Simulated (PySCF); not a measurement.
**Vibration and rotation of MgPb⁻**

ROHF-CCSD(T) constants of MgPb⁻, ⁴Σ⁻ (quartet), unpaired electrons σ ↑, π ↑↑ (Mg def2-SVPD, Pb def2-SVPD with ECP60; scalar-relativistic core potentials (PySCF 2.14); masses 23.9850 and 207.9766 u):

```
ωe             : 151.2 cm⁻¹
ωexe           : 1.24 cm⁻¹
Be             : 0.084607 cm⁻¹
αe             : 0.000827 cm⁻¹
De to Mg + Pb⁻ : 0.87 eV
```

(1) What force constant and bond length do these constants imply?

(2) Estimate the centrifugal constant D from the Kratzer relation and find the Dunham coefficient a1.

Correlated steps freeze 5 core orbitals. Correlated levels converge slowly with the basis: in double zeta they bind strong bonds too weakly, by up to about 1 eV, and carry superposition errors of some tenths. These are scalar-relativistic numbers at best; spin–orbit coupling would shift them, the dissociation energy most. For an ion De counts to the pair picked by the measured ionisation energies or electron affinities, which need not be the lowest pair at this level. The state is the lowest determinant that a PBE0 search found; another state may lie lower at other levels.

Answers

(1) Reduced mass μred = 21.505 u; k = 5.8918×10⁻⁷·μred·ωe² (u, cm⁻¹, mdyn/Å) = 0.290 mdyn/Å; Re = √(16.8576/(μred·Be)) (u, cm⁻¹, Å) = 3.044 Å.

(2) D = 4Be³/ωe² = 1.06e-07 cm⁻¹; a1 = −1 − αeωe/(6Be²) = -3.91.
